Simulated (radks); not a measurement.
The numbers below are computed, except where a source is named.
Q: The mean radii <r> (bohr) of the occupied orbitals of an atom or ion are listed with their occupations. Code: a radial shooting solver on a logarithmic mesh with Libxc functionals. Model: Dirac Kohn-Sham, BLYP, spin-unpolarised, spherical densities, finite nucleus; Fermi nuclear charge, rms radius of each element as measured or else 0.836 A^(1/3) + 0.57 fm.

orbital  occ.     <r>
1s1/2       1  0.5151

Name the element and its charge. Open shells, if any, fill j = l - 1/2 first.

A: Z = 3, lithium, charge +2: Li2+ in 1s1. The 1s radius gives Z: for a bare nucleus <r> = (2 gamma + 1)/(2Z) with gamma = sqrt(1 - (Z/c)^2), 0.4999 bohr for Z = 3, and the self-interaction of the functional makes it slightly larger (0.5151 here). The occupations add up to 1, and the charge is Z minus that.
